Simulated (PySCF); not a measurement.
Basis and Hamiltonian dependence of the ionisation energy of W²⁺

W²⁺ [Xe] 4f14 5d4 (5D) → W³⁺ [Xe] 4f14 5d3 (4F). Calculated with PySCF 2.14 from differences of total energies of unrestricted determinants, without spin-orbit coupling. Values in eV.

```tsv
basis	Hamiltonian	functions	UHF	PBE	PBE0	MP2 (valence)	CCSD(T) (valence)	CCSD(T) (valence and next inner shell)
cc-pVDZ-PP with ECP60MDF	ECP	38	24.785	n/a	n/a	25.167	n/a	n/a
def2-TZVP with the def2 core potential (60 electrons)	ECP	40	24.707	n/a	n/a	25.073	n/a	n/a
aug-cc-pVDZ-PP with ECP60MDF	ECP	54	24.783	26.071	25.958	25.171	25.243	n/a
def2-TZVPPD with the def2 core potential (60 electrons)	ECP	59	24.681	25.977	25.866	25.158	25.228	25.495
aug-cc-pwCVDZ-PP with ECP60MDF	ECP	70	24.761	26.065	25.952	25.218	25.288	25.463
def2-QZVPPD with the def2 core potential (60 electrons)	ECP	84	24.675	25.977	25.864	25.176	25.244	25.532
aug-cc-pVTZ-PP with ECP60MDF	ECP	88	24.751	26.063	25.948	25.239	25.307	n/a
x2c-TZVPPall	spin-free X2C	97	24.768	26.022	25.915	25.609	25.727	n/a
ANO-RCC-VTZP	spin-free X2C	104	24.779	26.054	25.944	25.204	25.269	n/a
aug-cc-pVTZ-PP with one added diffuse shell each of s, p, d, f, g type with ECP60MDF	ECP	113	24.751	26.063	25.948	25.239	n/a	n/a
aug-cc-pwCVTZ-PP with ECP60MDF	ECP	122	24.749	26.061	25.946	25.256	25.323	n/a
aug-cc-pVQZ-PP with ECP60MDF	ECP	135	24.747	26.059	25.944	25.265	n/a	n/a
x2c-QZVPPall	spin-free X2C	144	24.784	n/a	n/a	n/a	n/a	n/a
aug-cc-pV5Z-PP with ECP60MDF	ECP	197	24.744	n/a	n/a	n/a	n/a	n/a
```

Extrapolation of MP2 (valence) from aug-cc-pVTZ-PP with ECP60MDF and aug-cc-pVQZ-PP with ECP60MDF: the correlation parts are 0.488 and 0.518 eV; with the X⁻³ form and unrounded values, (4³ × 0.518 − 3³ × 0.488)/(4³ − 3³) = 0.540 eV, and adding the Hartree-Fock value 24.747 eV of the larger basis gives 25.287 eV.

Frozen in the all-electron rows: valence and next inner shell: [Kr] 4d10 4f14; valence: [Xe] 4f14; with a core potential, the same shells as far as they lie outside it.

Between the lowest levels the reference is 26 ± 0.4 eV (semi-empirical (NIST evaluation); NIST Atomic Spectra Database, ionization energies); it includes spin-orbit coupling, which these numbers lack.
